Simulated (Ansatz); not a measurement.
Relaxation of CH₇FOSi₂ (12 atoms, charge 0, multiplicity 1), to a largest force component of 0.015 eV/Å in at most 40 steps.

All numbers below come from RKS B3LYP-D4/def2-SVP in Ansatz.

```xyz
12
Properties=species:S:1:pos:R:3
F -2.139 -0.228 0.461
C -0.899 -0.177 0.000
Si -0.169 -1.820 0.492
O -0.255 1.036 0.527
Si 0.790 1.847 -0.394
H -0.966 -0.117 -1.095
H -0.986 -2.968 -0.130
H -0.192 -2.057 1.912
H 1.263 -2.006 -0.057
H 1.262 3.047 0.389
H 1.913 0.947 -0.641
H 0.187 2.256 -1.646
```

**Question.** Where does it end, and by what steps?

**Answer.** The forces met the threshold. After 21 steps the energy has fallen by 0.600 eV; H11 moved furthest, 1.32 Å.

```tsv
step	energy less start (eV)	largest force component (eV/Å)	accepted
0	0.0000	2.860	yes
1	-0.3664	1.380	yes
2	-0.4589	0.473	yes
3	-0.4418	0.819	no
4	-0.4833	0.134	yes
5	-0.4903	0.089	yes
6	-0.4986	0.069	yes
7	-0.5050	0.225	yes
8	-0.5115	0.234	yes
9	-0.5221	0.215	yes
10	-0.5300	0.236	yes
11	-0.5365	0.282	yes
12	-0.5544	0.290	yes
13	-0.5741	0.201	yes
14	-0.5722	0.370	no
15	-0.5853	0.185	yes
16	-0.5921	0.088	yes
17	-0.5939	0.190	yes
18	-0.5942	0.155	yes
19	-0.5935	0.232	no
20	-0.5997	0.017	yes
21	-0.6000	0.014	yes
```

```xyz
12
Properties=species:S:1:pos:R:3
F -1.583 0.329 0.416
C -0.552 -0.354 -0.240
Si -0.345 -2.074 0.590
O 0.632 0.351 -0.110
Si 0.797 2.006 -0.410
H -0.863 -0.407 -1.305
H -1.618 -2.837 0.458
H -0.022 -1.856 2.025
H 0.757 -2.811 -0.090
H 0.320 2.821 0.739
H 2.252 2.224 -0.613
H 0.033 2.367 -1.640
```

Whether the end is a true minimum wasn't checked by a vibrational analysis.

The run took 2.1 min on 2 threads of Arm Neoverse N1, on a shared host, peak memory 0.26 GiB.
